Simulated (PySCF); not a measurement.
# Vertical excitation energies

Species: C₄H₁₀N₂OSi.
Z-matrix (Å and degrees, GFN2-xTB geometry), rows numbered from 1:
```
O 
C   1  1.2068
C   2  1.5216  1  127.44
C   3  1.5338  2  105.02  1   166.71
N   4  1.4327  3  113.57  2   147.12
Si  5  1.7217  4  123.36  3   158.54
C   4  1.5513  3  103.20  2    22.73
N   2  1.3509  1  125.51  3  -179.27
H   3  1.0927  2  108.15  1   -74.97
H   3  1.0875  2  111.31  1    43.46
H   4  1.0936  3  109.59  2   -92.98
H   5  1.0099  4  111.74  3   -51.55
H   6  1.4730  5  114.53  4    63.33
H   6  1.4620  5  105.86  4   -56.27
H   6  1.4589  5  103.91  4  -176.48
H   7  1.0992  4  109.96  3    95.62
H   7  1.0922  4  112.26  3  -143.66
H   8  1.0069  2  121.91  1     3.20
```

Computed, not measured: PySCF 2.14.0, density-fitted response routines, TDDFT B3LYP/def2-SVPD, vertical, gas phase, core orbitals frozen in the response.

**Question.** Predict the UV-vis stick spectrum at this level.

**Answer.** 

```
state  λ (nm)  E (eV)       f  main configurations (H = HOMO, L = LUMO)
   S1   221.2    5.60  0.0014     H→L+1 (49%), H-1→L+1 (20%), H→L (11%)
   S2   220.1    5.63  0.0082                     H→L (77%), H-1→L (9%)
   S3   198.9    6.23  0.0051                  H-1→L (58%), H→L+2 (23%)
   S4   195.4    6.34  0.0030     H-2→L (31%), H→L+2 (25%), H-1→L (16%)
   S5   193.1    6.42  0.0087   H-2→L (48%), H→L+1 (13%), H-1→L+1 (12%)
   S6   192.3    6.45  0.0004   H→L+2 (34%), H-1→L+1 (30%), H→L+1 (10%)
   S7   188.9    6.56  0.0009                  H→L+4 (56%), H→L+3 (27%)
   S8   186.9    6.64   0.021   H→L+3 (44%), H→L+4 (30%), H-1→L+2 (14%)
```

Triplets (Tamm–Dancoff): T1 5.19 eV, H→L+1 (45%), H-1→L+1 (32%); T2 5.42 eV, H-2→L+1 (41%), H→L (29%), H-1→L+1 (9%); T3 5.43 eV, H→L (50%), H-2→L+1 (25%).

The lowest singlet lies at 5.60 eV (221 nm, ultraviolet) and is very weak; its leading configuration is HOMO→LUMO+1 (49%). The strongest level in the table is S8 at 6.64 eV (187 nm, f = 0.021). It is the last of those listed, so stronger ones may follow. Löwdin shares by element: HOMO nitrogen 35% or more, oxygen 25%, carbon 7% or more, silicon 6% (atoms not listed hold the other 26%); LUMO silicon 29%, hydrogen 23% or more (atoms not listed hold the other 47%). Weighted by f, the mean energy of these states is 6.33 eV. The oscillator strengths of these states sum to 0.048; summed over the whole spectrum of an exact calculation they would give the number of electrons, 70 (Thomas–Reiche–Kuhn). Orbital energies (eV): HOMO-3 -9.58, HOMO-2 -7.34, HOMO-1 -7.21, HOMO -6.79, LUMO -0.20, LUMO+1 0.29, LUMO+2 0.38. Only the lowest 8 singlets were computed, as vertical energies without vibronic structure.

One conformer stands for the species.
